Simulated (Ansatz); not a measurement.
Species: H4BPO2, charge 0, singlet. H4BPO2 (phosphanylboronic acid, SMILES B(P)(O)O).
B3LYP-D3(BJ)/def2-TZVP minimum from Ansatz (a quantum-chemistry and plane-wave program):
```xyz
8

B     -0.3709     0.0516    -0.3304
O     -1.0453    -1.0756    -0.7089
H     -1.7817    -0.9473    -1.3173
O     -0.6675     1.3150    -0.7599
H     -1.4116     1.3947    -1.3673
P      1.0143    -0.1387     1.0128
H      1.9311     0.7651     0.4252
H      1.6040    -1.3048     0.4694
```

Wanted: atomisation energy (electronic, to ground-state atoms), in kcal/mol. Radicals and triplets start from unrestricted determinants; spin-orbit coupling is neglected. CBS(X,Y): correlation extrapolated as X^-3, Hartree-Fock from the larger set. A bracket is a step between two methods taken in the basis named. Functionals run without relativity, which enters their misses. Double hybrids freeze cores in their MP2 part. '+ core + X2C': CCSD(T) terms for core correlation (cc-pwCVTZ, 1s frozen past Ne) and scalar relativity (cc-pVTZ-DK). Where a partner has so few electrons that a lower coupled-cluster level is exact, that level stands in.

CCSD(T)/CBS(cc-pV(T+d)Z,cc-pV(Q+d)Z) + [CCSDT(Q) - CCSD(T)]/cc-pV(D+d)Z + core + X2C (Ansatz) gives 714.6 kcal/mol.

### Question
How far off this value is PBE/def2-TZVPD (Ansatz), in which direction, and which of these levels come nearer: B3LYP/def2-TZVPD, PBE0/def2-TZVPD, B2PLYP/def2-TZVPD, CCSD(T)/CBS(cc-pV(T+d)Z,cc-pV(Q+d)Z) + core + X2C?

### Answer
PBE gives 723.6 kcal/mol, 9.0 kcal/mol above it. Differences of the others: B3LYP/def2-TZVPD (Ansatz) -7.0; PBE0/def2-TZVPD (Ansatz) -8.5; B2PLYP/def2-TZVPD (Ansatz) -11.7; CCSD(T)/CBS(cc-pV(T+d)Z,cc-pV(Q+d)Z) + core + X2C (Ansatz) -0.9 kcal/mol. Nearer than PBE: B3LYP/def2-TZVPD, PBE0/def2-TZVPD, CCSD(T)/CBS(cc-pV(T+d)Z,cc-pV(Q+d)Z) + core + X2C.
